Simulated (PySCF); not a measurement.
Atoms are numbered as in `[CH3:1][C:2]([CH3:3])([CH3:4])[C:5](=[O:6])/[CH:7]=[CH:8]/[c:9]1[cH:10][cH:11][cH:12][cH:13][cH:14]1` (H(Xn): hydrogen on atom n).

Geometry: PBE0-D3(BJ)/def2-SVP; GIAO shifts from PySCF 2.14.0 with density-fitted response routines, gas phase, non-relativistic, averaged over equivalent atoms.

At PBE0/pcSseg-1 (318 basis functions):
```json
{"atoms": "C5", "δ (ppm)": "205.7"}
{"atoms": "C8", "δ (ppm)": "151.2"}
{"atoms": "C9", "δ (ppm)": "139.1"}
{"atoms": "C12", "δ (ppm)": "136.7"}
{"atoms": "C10/C14", "δ (ppm)": "134.9"}
{"atoms": "C11/C13", "δ (ppm)": "134.4"}
{"atoms": "C7", "δ (ppm)": "122.6"}
{"atoms": "C2", "δ (ppm)": "43.8"}
{"atoms": "C1/C3/C4", "δ (ppm)": "27.5"}
{"atoms": "O6", "δ (ppm)": "603.0"}
{"atoms": "H(C8)", "δ (ppm)": "7.95"}
{"atoms": "H(C10)/H(C14)", "δ (ppm)": "7.82"}
{"atoms": "H(C11)/H(C13)", "δ (ppm)": "7.54"}
{"atoms": "H(C12)", "δ (ppm)": "7.49"}
{"atoms": "H(C7)", "δ (ppm)": "7.25"}
{"atoms": "H(C1)/H(C3)/H(C4)", "δ (ppm)": "1.15"}
```

Scale: $^{13}$C (σ = 184.41 ppm), $^{1}$H (σ = 31.27 ppm) vs TMS; H2O for $^{17}$O (σ = 334.56 ppm) (reference shieldings calculated alike).

Task: Estimate the result of repeating the calculation with wB97X-D/pcSseg-1.

Result: 
| atoms | δ at wB97X-D/pcSseg-1 | change |
| --- | --- | --- |
| C5 | 207.7 | +2.0 |
| C8 | 153.1 | +1.9 |
| C9 | 139.7 | +0.6 |
| C12 | 137.7 | +1.0 |
| C10/C14 | 136.0 | +1.1 |
| C11/C13 | 135.3 | +0.9 |
| C7 | 123.3 | +0.7 |
| C2 | 43.7 | -0.1 |
| C1/C3/C4 | 27.7 | +0.2 |
| O6 | 598.9 | -4.1 |
| H(C8) | 8.03 | +0.08 |
| H(C10)/H(C14) | 7.84 | +0.02 |
| H(C11)/H(C13) | 7.55 | +0.01 |
| H(C12) | 7.51 | +0.02 |
| H(C7) | 7.24 | -0.01 |
| H(C1)/H(C3)/H(C4) | 1.16 | +0.01 |

Scale: $^{13}$C (σ = 184.54 ppm) and $^{1}$H (σ = 31.38 ppm) against TMS; H2O for $^{17}$O (σ = 333.19 ppm) (reference shieldings calculated alike).

The largest change is at O6 (ketone oxygen). Cost: 318 basis functions. The order of the carbon signals is the same at both levels.

The carbons averaged at δ 134.9 differ by 10 ppm in this conformer. Unscaled 17O shifts of doubly bonded oxygen tend to come out too high, by tens of ppm or more. Experimental scales use liquid or dissolved standards, which lie at an offset from isolated H2O (liquid H2O: subtract about 36 ppm).
